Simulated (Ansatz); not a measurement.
Born–Oppenheimer molecular dynamics of CH6GaN (9 atoms, charge 0, multiplicity 1). It goes on from the last frame of an earlier run, with new velocities.

Theory: RHF/def2-SVP (Ansatz).

```yaml
ensemble: NVT, Langevin thermostat
time_step: 0.5 fs
steps_asked: 150
set_temperature: 100 K
friction: 0.005 /fs
seed: 85823
```

First frame:

```xyz
9
Properties=species:S:1:pos:R:3
Ga -0.034 -0.227 -0.003
H 0.134 -0.531 1.518
C 1.664 0.169 -1.049
H 2.522 0.573 -0.708
H 1.946 -0.911 -1.382
H 1.317 0.741 -1.911
N -1.503 0.261 -0.944
H -2.437 0.203 -0.519
H -1.638 0.416 -1.914
```

Task: How far do the bonds stretch over the last three quarters of this one trajectory? (Pairs bonded in most of those frames.)

Result: 
```json
{"bond": "Ga1–H2", "mean (Å)": "1.575", "spread (Å)": "0.013", "shortest": "1.56", "longest": "1.60"}
{"bond": "Ga1–C3", "mean (Å)": "1.982", "spread (Å)": "0.038", "shortest": "1.92", "longest": "2.05"}
{"bond": "Ga1–N7", "mean (Å)": "1.823", "spread (Å)": "0.011", "shortest": "1.80", "longest": "1.84"}
{"bond": "C3–H4", "mean (Å)": "1.101", "spread (Å)": "0.054", "shortest": "1.02", "longest": "1.19"}
{"bond": "C3–H5", "mean (Å)": "1.103", "spread (Å)": "0.043", "shortest": "1.04", "longest": "1.17"}
{"bond": "C3–H6", "mean (Å)": "1.093", "spread (Å)": "0.005", "shortest": "1.08", "longest": "1.10"}
{"bond": "N7–H8", "mean (Å)": "1.002", "spread (Å)": "0.017", "shortest": "0.97", "longest": "1.03"}
{"bond": "N7–H9", "mean (Å)": "1.004", "spread (Å)": "0.010", "shortest": "0.99", "longest": "1.02"}
```

Mean temperature of the second half: 256 K. The mean temperature of the second half is 156 % above the set value. A run of 0.075 ps of so small a system gives no equilibrium averages.

Run time: 4.5 min on 1 thread of Arm Neoverse V1, on a shared host, peak memory 0.17 GiB.
